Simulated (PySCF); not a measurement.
## TiN at PBE0

Level: PBE0. basis Ti def2-TZVP, N def2-TZVP; no relativity; PySCF 2.14.

| Property | Result |
| --- | --- |
| state | ⁴Δ (quartet), unpaired electrons σ ↑↑, δ ↑, a second solution, started from another occupation |
| bond length | 1.647 Å |
| harmonic wavenumber | 1006 cm⁻¹ |
| force constant | 6.46 mdyn/Å |
| rotational constant Be | 0.5738 cm⁻¹ |
| anharmonicity ωexe | 4.62 cm⁻¹ |
| vibration–rotation constant αe | 0.00277 cm⁻¹ |
| bond order (Mayer) | 2.45 |
| dipole moment (positive dipole means Ti(−)N(+)) | -3.30 D |

De is left out where the level can put another filling of the metal’s s and d shells below the measured ground configuration, by anything from nothing to about 1 eV.
